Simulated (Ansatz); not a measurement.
A nudged elastic band was laid between two geometries of AlCl₂H₃Si (7 atoms, charge 0, multiplicity 1).

Computed with Ansatz 0.2.0, RKS r2SCAN-D4/def2-mTZVP.

```
movable images  : 5
climbing image  : yes
spring          : 5.0 eV/Å²
optimiser       : quadratic models (default)
start path      : IDPP
force threshold : 0.05 eV/Å
iteration limit : 60
end points      : relaxed
```

First end point:

```xyz
7
Properties=species:S:1:pos:R:3
Cl -2.754 -0.614 -0.805
Al -1.067 0.633 -0.664
Si 0.935 -0.243 0.455
Cl 0.623 -2.187 1.131
H -1.169 2.084 -1.288
H 1.320 0.590 1.630
H 2.112 -0.263 -0.459
```

Last end point:

```xyz
7
Properties=species:S:1:pos:R:3
Cl -1.193 2.370 -1.367
Al -1.191 0.398 -0.617
Si 0.892 -0.309 0.465
Cl 0.701 -2.270 1.157
H -2.503 -0.462 -0.804
H 1.241 0.547 1.633
H 2.053 -0.275 -0.467
```

Q: Which bonds break or form, and what moves?

A: No bond is made or broken. The dihedral Cl1–Al2–Si3–Cl4 goes from 0 to 179°.

Q: What energy profile does the band end with?

A: The forces met the threshold. The highest image is number 2 of 0 to 6, 0.2 kcal/mol above the first end and 0.7 kcal/mol above the last; the last end lies 0.5 kcal/mol below the first. A vibrational analysis at the climbing image gives no mode beyond 40i cm⁻¹: the surface is too flat there to confirm a saddle point.

```tsv
image	path coordinate (Å)	energy (kcal/mol)	dihedral Cl1–Al2–Si3–Cl4 (°)
0	0.00	0.0	0
1	0.90	0.1	30
2	1.81	0.2	59
3	2.71	0.2	89
4	3.63	0.0	119
5	4.54	-0.3	150
6	5.45	-0.5	179
```

Q: What is the geometry of the highest image?

A: 
```xyz
7
Properties=species:S:1:pos:R:3
Cl -2.894 0.248 0.156
Al -1.019 0.668 -0.702
Si 0.931 -0.281 0.450
Cl 0.703 -2.359 0.487
H -1.002 1.540 -2.021
H 1.059 0.178 1.861
H 2.223 0.006 -0.231
```

The band took 6 iterations and about 3 core-minutes.

Time of the run: 100 s on 2 threads of Arm Neoverse V1, on a shared host, peak memory 0.16 GiB.
